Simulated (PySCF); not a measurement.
Geometries of 2 isomers of C4H4FNSe, from PySCF 2.14.0, PBE0-D3(BJ)/def2-SVP geometry optimisation, gas phase. One conformer each, no zero-point energy, no frequencies.

Problem. Which isomer lies lower at this level?
A.
```xyz
11
angstrom
C     -2.232    0.614    0.373
Se    -1.296   -0.817   -0.548
C      0.454   -0.165   -0.292
F      0.559    1.149   -0.198
C      1.551   -0.945   -0.263
C      2.863   -0.407   -0.222
N      3.944    0.014   -0.184
H     -1.980    0.617    1.441
H     -3.301    0.399    0.246
H     -1.990    1.577   -0.090
H      1.434   -2.031   -0.281
```
B.
```xyz
11
angstrom
C     -1.786    0.014   -0.113
C     -0.325    0.293   -0.065
Se     0.481    1.963   -0.198
N      2.124    1.226   -0.009
C      1.999   -0.064    0.126
C      0.682   -0.616    0.104
F      0.472   -1.923    0.235
H     -2.302    0.645   -0.850
H     -1.955   -1.039   -0.380
H     -2.259    0.190    0.867
H      2.894   -0.685    0.251
```

Solution. B. That is `Cc1[se]ncc1F`, 17.9 kcal/mol below the other.

```json
{"SMILES": "Cc1[se]ncc1F", "atoms numbered as above": "[CH3:1][c:2]1[se:3][n:4][cH:5][c:6]1[F:7]", "E (Eh)": "-2709.81426", "relative (kcal/mol)": "0.0", "relative (kJ/mol)": "0.0", "dipole (D)": "2.26"}
{"SMILES": "C[Se]/C(F)=C/C#N", "atoms numbered as above": "[CH3:1][Se:2]/[C:3]([F:4])=[CH:5]/[C:6]#[N:7]", "E (Eh)": "-2709.78566", "relative (kcal/mol)": "17.9", "relative (kJ/mol)": "75.1", "dipole (D)": "5.44"}
```

As drawn, the lower has an aromatic ring, which the higher lacks; the higher has a C≡N group and a C=C bond outside aromatic rings, which the lower lacks.
